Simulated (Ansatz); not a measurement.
Compare A (`CO[SiH](C)Cl`) with its isomer B (`CC(O)([SiH3])Cl`).

Isolated molecules relaxed with PBE0-D4/def2-TZVP in Ansatz; ΔE leaves out vibrations. CCSD(T)/CBS adds triple-zeta CCSD(T) − MP2 to the extrapolated MP2 energy (def2 sets, frozen cores). Functionals use def2-TZVPP. One conformer a species, not always the lowest.

Task: Which isomer does CCSD(T)/CBS put lower? Give the gap. (Best estimate.)

Result: Computed: A, by 70.5 kcal/mol.

Task: Give E(B) − E(A) in kcal/mol with MP2/def2-TZVPP, LDA (SPW92), PBE0-D4, HF/def2-TZVPP, PBE-D4, BLYP-D4, r2SCAN-D4. (Estimate.)

Result: The calculation gave: MP2/def2-TZVPP 71.8, LDA (SPW92) 63.2, PBE0-D4 68.6, HF/def2-TZVPP 77.5, PBE-D4 65.2, BLYP-D4 67.3, r2SCAN-D4 70.0. None reverses the order clearly.

Task: Does the order hold for the free energy at 298.15 K (harmonic terms from PBE0-D4)? (Best estimate.)

Result: Ansatz gave: Yes: G(B) − G(A) = +68.6 kcal/mol, for one conformer each.

Largest T1 diagnostic: 0.011.

From PBE to PBE0 (25 % exact exchange), in def2-TZVPP and without D4, E(B) − E(A) moves by +3.3 kcal/mol. The D4 term adds −0.8 kcal/mol with B3LYP and −0.3 kcal/mol with PBE0; it sums over pairs of atoms, weighted by their polarisabilities, and B3LYP, whose exchange is more repulsive, gets the larger term.

B3LYP here is the variant with VWN-RPA as its local correlation; programs differ in this.
